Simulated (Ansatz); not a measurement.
`[F][GeH2][SiH2]Cl` + `BF` → `F[SiH2]Cl` + `[BH2][GeH2][F]` at 500 K and 1 bar (redistribution).

Calculated with Ansatz (gas phase, PBE0-D4/def2-TZVP geometries, no zero-point term in ΔE). CBS: MP2 limit from def2 TZ/QZ plus the TZ coupled-cluster correction, frozen cores. This one scheme is used for every species. For Ge outer-core shells are correlated without core-valence functions, which leaves a few kJ/mol of doubt a bond. Scalar relativity is left out up to krypton. Each species was taken in one conformer, which may not be the lowest.

```tsv
species	CCSD(T)/CBS energy (Eh)	H − E (kJ/mol)	S (J/(mol·K))
`[F][GeH2][SiH2]Cl`	-2927.24228	141.1	420.1
`BF`	-125.82039	77.9	244.4
`F[SiH2]Cl`	-849.96195	83.3	315.2
`[BH2][GeH2][F]`	-2203.09407	133.7	350.3
```

H − E and S are ideal-gas, rigid-rotor, harmonic terms from PBE0-D4/def2-TZVP, for one conformer and one mirror image of each species. 1 Eh = 2625.50 kJ/mol, R = 8.31446 J/(mol·K).

Task: By hand: ΔE, ΔH, ΔS and ΔG.

Result: ΔE = (-849.96195) + (-2203.09407) − (-2927.24228) − (-125.82039) = 0.00665 Eh = 17.5 kJ/mol. Δ(H − E) = 83.3 + 133.7 − 141.1 − 77.9 = -2.0, so ΔH = 15.5 kJ/mol. ΔS = 315.2 + 350.3 − 420.1 − 244.4 = 1.0 J/(mol·K). ΔG = 15.5 − 500 × (1.0)/1000 = 15.0 kJ/mol.

Task: By hand: the equilibrium constant, and the temperature at which ΔG would vanish if ΔH and ΔS stayed fixed.

Result: log₁₀ K = −ΔG/(RT ln 10) = -1.6. ΔG = 0 at ΔH/ΔS = 15500 K, far beyond where these terms or the molecules hold.

The number of gas molecules stays the same, so ΔS is small and ΔH decides. A doubt of 5 kJ/mol in ΔE shifts log₁₀ K by 0.5 here. Other conformers and mirror images would add mixing entropy, several J/(mol·K) or more a flexible species. Modes under 60 cm⁻¹, often nearly free rotors, make the harmonic entropy too high. These are equilibria of isolated gas molecules and say nothing of rates. Largest T1 diagnostic: 0.013 (customary marks: 0.02 for closed shells, 0.045 for open ones).
